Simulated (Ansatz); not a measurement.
Reaction (ligand exchange at a Ga–C bond): `N#[C][GaH][OH]` + H₂Se → `[OH][GaH][SeH]` + `C#N`

Isolated molecules relaxed with PBE0-D4/def2-TZVP in Ansatz; ΔE leaves out vibrations. CBS: MP2 limit from def2 TZ/QZ plus the TZ coupled-cluster correction, frozen cores. This one scheme is used for every species. Functionals use def2-TZVPP. B3LYP here is the variant with VWN-RPA as its local correlation; programs differ in this. HSE06 is defined as in plane-wave codes. For Ga, Se outer-core shells are correlated without core-valence functions, which leaves a few kJ/mol of doubt a bond. Scalar relativity is left out up to krypton. Each species was taken in one conformer, which may not be the lowest.

```tsv
level	ΔE (kJ/mol)	difference from CCSD(T)/CBS
LDA (SPW92)	-66.2	-3.0
PBE-D4	-66.4	-3.2
BLYP-D4	-63.1	0.1
r2SCAN-D4	-65.5	-2.3
B97M-V	-59.0	4.2
PBE0-D4	-66.1	-2.9
B3LYP-D4	-63.4	-0.2
r2SCAN0-D4	-66.1	-2.9
HSE06-D4	-66.3	-3.1
BHLYP-D4	-64.1	-0.9
CAM-B3LYP-D4	-58.4	4.8
ωB97X-V	-58.2	5.0
ωB97M-V	-59.5	3.7
B2PLYP	-60.6	2.6
PBE-QIDH	-63.3	-0.1
PBE	-65.1	-1.9
revPBE	-63.3	-0.1
BLYP	-60.7	2.5
r2SCAN	-65.3	-2.1
PBE0	-64.9	-1.7
r2SCANh	-65.5	-2.3
r2SCAN0	-65.7	-2.5
HSE06	-65.1	-1.9
BHLYP	-60.7	2.5
CAM-B3LYP	-57.1	6.1
LC-ωPBE	-57.4	5.8
RPA@PBE/def2-TZVPP	-51.3	11.9
HF/def2-SVP	-55.3	7.9
MP2/def2-SVP	-59.3	3.9
CCSD/def2-SVP	-55.9	7.3
CCSD(T)/def2-SVP	-56.0	7.2
HF/def2-TZVPP	-57.3	5.9
MP2/def2-TZVPP	-60.4	2.8
CCSD/def2-TZVPP	-56.6	6.6
CCSD(T)/def2-TZVPP	-57.2	6.0
HF/def2-QZVPP	-56.3	6.9
MP2/def2-QZVPP	-63.4	-0.2
HF/CBS(def2)	-56.1	7.1
MP2/CBS(def2)	-66.3	-3.1
CCSD/CBS(def2)	-62.6	0.6
CCSD(T)/CBS	-63.2	0
```

Largest T1 diagnostic among the species: 0.015.

At CCSD(T), def2-SVP lies +7.2 kJ/mol from the extrapolated value and def2-TZVPP +6.0 kJ/mol. Leaving LDA and LC-ωPBE aside and taking each functional with its dispersion term where it has one, the values spread over 8.2 kJ/mol, from PBE-D4 to ωB97X-V.
